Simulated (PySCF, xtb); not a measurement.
SeBr₂, SMILES Br[Se]Br.

The structure is a stationary point at PBE0-D3(BJ)/def2-SVP.

These are C-PCM-PBE0/def2-SVP run with PySCF values and carry that method's errors.

The values are the electrostatic part of the solvation free energy, E(continuum) − E(gas) at the gas-phase geometry, in a cavity of scaled van der Waals radii (PySCF's table); cavitation and dispersion terms are not included. In vacuum the orbital gap is 3.83 eV. The dipole moment in vacuum is 0.66 D.

Computed values in water (ε = 78.36), toluene (ε = 2.37), cyclohexanone (ε = 15.62):
```
solvent            ε  ΔG(elec) (kcal/mol)  dipole (D)  gap (eV)
-------------  -----  -------------------  ----------  --------
water          78.36                 -1.8        0.95      3.91
toluene         2.37                 -1.0        0.80      3.87
cyclohexanone  15.62                 -1.7        0.93      3.90
```

For comparison, GFN2-xTB/ALPB(water) (xtb, at the GFN2-xTB geometry, all terms of that model) gives 0.3 kcal/mol.
